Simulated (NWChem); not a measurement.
**Dipole moment of ClCu**

```xyz
2

Cu     0.0000     0.0000    -0.7698
Cl     0.0000     0.0000     1.3133
```
Charge 0, spin multiplicity 1.

The numbers come from NWChem runs, not from measurements. All single points use one geometry, from PBE0/def2-SVP, a minimum by its harmonic frequencies.

Basis set: 6-31G*. The CCSD dipole comes from the Λ equations, without orbital relaxation.

The correlated methods keep 14 core orbitals frozen. B3LYP has NWChem's definition, with VWN1-RPA local correlation. The Pople sets run with spherical d functions. The structure started from a generated list of species. Coupled-cluster values serve here as a point of comparison, not as the truth.

Question: For the dipole moment, PBE gives 4.51 D and PBE0 gives 5.42 D. What do B3LYP, CCSD, HF give?

Answer: B3LYP: 4.98 D; CCSD: 5.74 D; HF: 7.03 D.
